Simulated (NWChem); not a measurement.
System: C2H4OSi; SMILES C1O[SiH2]C=1

```xyz
8

C     -0.1570    -1.2334     0.0000
C      1.0683    -0.6609     0.0000
Si     0.1125     0.9110     0.0000
O     -1.1524    -0.2916     0.0000
H     -0.4745    -2.2845     0.0000
H      2.0466    -1.1336     0.0000
H      0.0625     1.7660    -1.2178
H      0.0625     1.7660     1.2178
```
Atoms are numbered in this order, from 1.

Computed with NWChem. Pople sets run with spherical d functions. Coordinates come from a PBE0/def2-SVP optimisation. Level: M05-2X/6-31G* with SMD (1 M gas to 1 M solution), gas-phase geometry. Reactions with the solvent are ignored.

```json
[
 {"solvent": "water", "dielectric constant": "78.4", "solvation free energy (kcal/mol)": "-1.0", "cavity-dispersion-structure term (kcal/mol)": "3.6", "dipole in solution (D)": "1.74"},
 {"solvent": "toluene", "dielectric constant": "2.37", "solvation free energy (kcal/mol)": "-2.0", "cavity-dispersion-structure term (kcal/mol)": "-0.3", "dipole in solution (D)": "1.41"},
 {"solvent": "ethyl acetate", "dielectric constant": "5.99", "solvation free energy (kcal/mol)": "-2.4", "cavity-dispersion-structure term (kcal/mol)": "0.0", "dipole in solution (D)": "1.46"},
 {"solvent": "1,4-dioxane", "dielectric constant": "2.21", "solvation free energy (kcal/mol)": "-1.0", "cavity-dispersion-structure term (kcal/mol)": "0.5", "dipole in solution (D)": "1.41"}
]
```
